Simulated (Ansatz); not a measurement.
Consider the formal exchange of groups at the Se–Ge bond: `C[O][Ge]([F])([Cl])[SeH]` + `BOCO` → `OCOB[SeH]` + `C[O][GeH]([F])[Cl]`.

Program: Ansatz. Geometries: PBE0-D4/def2-TZVP. ΔE: electronic, gas phase. CCSD(T)/CBS adds triple-zeta CCSD(T) − MP2 to the extrapolated MP2 energy (def2 sets, frozen cores). Functionals use def2-TZVPP. B3LYP here is the variant with VWN-RPA as its local correlation; programs differ in this. For Ge, Se outer-core shells are correlated without core-valence functions, which leaves a few kJ/mol of doubt a bond. Scalar relativity is left out up to krypton. One conformer a species, not always the lowest.

Q: Is it downhill or uphill in electronic energy at CCSD(T)/CBS, and by how much? (Estimate.)

A: Ansatz gave: Nearly level: ΔE = +0.02 eV.

Q: What do these levels give: PBE-D4, r2SCAN-D4, PBE0-D4, B3LYP-D4, PBE, B3LYP, HF/def2-TZVPP, HF/def2-QZVPP, MP2/def2-QZVPP, SCS-MP2/def2-QZVPP, MP2/CBS(def2), CCSD/CBS(def2)? (An estimate is asked.)

A: The calculation gave: PBE-D4 0.00, r2SCAN-D4 -0.01, PBE0-D4 0.01, B3LYP-D4 0.07, PBE -0.02, B3LYP 0.04, HF/def2-TZVPP 0.07, HF/def2-QZVPP 0.07, MP2/def2-QZVPP 0.03, SCS-MP2/def2-QZVPP 0.04, MP2/CBS(def2) 0.04, CCSD/CBS(def2) 0.02 eV.

Largest T1 diagnostic among the species: 0.013.

In def2-TZVPP, CCSD(T) changes the Hartree–Fock value by −0.06 eV (the triples alone add −0.01 eV) and MP2 by −0.04 eV.
